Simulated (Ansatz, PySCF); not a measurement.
Gas-phase reaction 2 R1 → P1, each structure at its B3LYP-D3(BJ)/def2-TZVP stationary point, reached from a drawn start (curvature not checked).
R1, OSi (SMILES [O+]#[Si-]) (charge 0, multiplicity 1):
```xyz
2

Si     0.0000     0.0000    -0.7566
O      0.0000     0.0000     0.7566
```
P1, O2Si2 (charge 0, multiplicity 1):
```xyz
4

Si     1.2298     0.0000     0.0000
Si    -1.2298     0.0000     0.0000
O      0.0000     1.1728     0.0000
O      0.0000    -1.1728     0.0000
```

P less R. No zero-point or thermal terms.

Correlated levels freeze the cores.

Run with Ansatz (a program for electronic structure); PySCF for the D3/D4 terms. No computed number here is a measurement.

Question: One of these levels gives -1.767 eV for the reaction energy. Name it.
A) CCSD(T)/cc-pV(D+d)Z
B) revPBE-D4/def2-TZVPP
C) CAM-B3LYP/def2-TZVPP
D) PBE0-D4/def2-TZVPP

Answer: A, CCSD(T)/cc-pV(D+d)Z. The others give -2.230 (revPBE-D4/def2-TZVPP), -2.672 (PBE0-D4/def2-TZVPP), -2.440 (CAM-B3LYP/def2-TZVPP)
